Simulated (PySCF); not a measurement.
Mg(Cl)(OMe) (CH3ClMgO), SMILES C[O][Mg][Cl].

Coordinates come from a B3LYP-D3(BJ)/def2-SVP optimisation. Other conformers were not sampled.

Calculation: TDA-CAM-B3LYP/def2-SVPD run with PySCF.

Vertical excitations; the highest root listed may be one member of a degenerate set. Gas-phase values at a fixed geometry. State labels are in the subgroup Cs.

Computed excitation energies, oscillator strengths and character:
```csv
state,symmetry,energy (eV),λ (nm),f,main pairs
S1,A",4.98,249,0.016,HOMO−1→LUMO (degenerate set)
S2,A',4.98,249,0.016,HOMO→LUMO (degenerate set)
S3,A",6.14,202,0.060,HOMO−2→LUMO (degenerate set)
S4,A',6.14,202,0.060,HOMO−3→LUMO (degenerate set)
S5,A",6.53,190,0.000,"HOMO−1→LUMO+1 44 %, HOMO→LUMO+2 44 %"
S6,A",6.54,190,0.002,"HOMO→LUMO+2, HOMO−1→LUMO+1 (degenerate set)"
S7,A',6.54,190,0.002,"HOMO−1→LUMO+2, HOMO→LUMO+1 (degenerate set)"
S8,A',7.12,174,0.123,"HOMO→LUMO+1 46 %, HOMO−1→LUMO+2 46 %"
S9,A",7.22,172,0.013,"HOMO−1→LUMO+3, HOMO−1→LUMO+4 (degenerate set)"
S10,A',7.22,172,0.013,"HOMO→LUMO+3, HOMO→LUMO+4 (degenerate set)"
T1,A",4.73,262,0,HOMO−1→LUMO (degenerate set)
T2,A',4.73,262,0,HOMO→LUMO (degenerate set)
T3,A",5.86,212,0,HOMO−2→LUMO (degenerate set)
T4,A',5.86,212,0,HOMO−3→LUMO (degenerate set)
```
Triplets are in the Tamm–Dancoff approximation.
